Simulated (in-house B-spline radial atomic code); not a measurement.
Orbital energies and mean radii along the 5-electron series, configuration [He] 2s2 2p1. The effective charge is n√(-2ε), a non-relativistic measure. Computed with a radial B-spline atomic code at the basis-set limit: Dirac-Hartree-Fock, average of the configuration, finite nuclei.

```
  ion   Z  energy of 2p3/2 (Eh)  mean radius of 2p3/2 (bohr)  energy of 1s1/2 (Eh)  mean radius of 1s1/2 (bohr)  effective charge of 2p3/2
Dy61+  66               -500.91                      0.07689               -2231.3                      0.02102                     63.303
Ho62+  67                     ?                            ?                     ?                            ?                          ?
Er63+  68                -533.7                     0.074444              -2381.43                     0.020278                     65.342
Tm64+  69                -550.5                     0.073274              -2458.75                     0.019922                     66.363
Yb65+  70                     ?                            ?                     ?                            ?                          ?
Lu66+  71               -584.92                     0.071035              -2617.95                     0.019236                     68.406
Hf67+  72               -602.54                     0.069963              -2699.92                     0.018905                     69.429
Ta68+  73               -620.44                      0.06892              -2783.47                     0.018583                     70.452
```

Task: Fill in the row of Ho62+.

Result: energy of 2p3/2 (Eh): -517.17; mean radius of 2p3/2 (bohr): 0.075648; energy of 1s1/2 (Eh): -2305.63; mean radius of 1s1/2 (bohr): 0.020644; effective charge of 2p3/2: 64.322.

Task: Fill in the row of Yb65+.

Result: energy of 2p3/2 (Eh): -567.58; mean radius of 2p3/2 (bohr): 0.072139; energy of 1s1/2 (Eh): -2537.58; mean radius of 1s1/2 (bohr): 0.019574; effective charge of 2p3/2: 67.384.

Task: How does the screening of 2p3/2 change?

Result: Z less the effective charge goes from 2.70 at Z = 66 to 2.55 at Z = 73.
